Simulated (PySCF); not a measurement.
# Hartree-Fock beside MP2: AlBCl2H cation

All numbers below are calculated, not measured. The program is PySCF 2.14.0, an open-source quantum chemistry code, run on an isolated molecule that a program drew, which may never have been made. The molecule is AlBCl2H cation (charge +1, singlet), drawn as the SMILES string `Cl[B+][AlH][Cl]`.

The geometry was optimised and harmonic frequencies were computed with HF and MP2, all in the cc-pV(D+d)Z basis, for the commonest isotopes, with a restricted reference for singlets and an unrestricted one otherwise, and a frozen core in MP2. Each result is a local minimum of its method.

Geometry at the HF minimum:
```xyz
5
AlBCl2H cation, angstrom
Cl   -2.9291   -1.6318   -1.8509
B    -1.8134   -1.2613   -0.7298
Al   -0.2894   -0.6854    0.8062
Cl   -0.2969    1.3682    0.9209
H     0.4672   -1.8488    1.4827
```

Lengths of the bonds as drawn, in Å (atoms numbered as above):
```
bond,HF,MP2
Cl1-B2,1.624,1.627
B2-Al3,2.239,2.226
Al3-Cl4,2.057,2.061
Al3-H5,1.544,1.548
```

Rotational constants, in GHz:
```
constant      HF    MP2
       A   9.564  9.263
       B   1.108   1.13
       C  0.9933  1.007
```

Harmonic frequencies in cm^-1, each column in rising order, so a row needn't be the same motion in every method:
| rank | HF | MP2 |
|---|---|---|
| 1 | 73 | 64 |
| 2 | 216 | 202 |
| 3 | 285 | 275 |
| 4 | 340 | 334 |
| 5 | 464 | ? |
| 6 | 580 | 568 |
| 7 | 632 | 619 |
| 8 | 1224 | 1223 |
| 9 | 2150 | 2105 |

**Estimate the missing MP2 frequency from the HF column.**

A single factor s that minimises the squared misfit of MP2 against s times HF over the other rows is sum(HF x MP2) / sum(HF^2) = 0.9829, with an rms misfit of 9 cm^-1. For rank 5 it gives 0.9829 x 464 = 456 cm^-1. The calculation gives 450 cm^-1, 6 cm^-1 below the estimate. The drawn bonds are on average as long in MP2 as in HF.
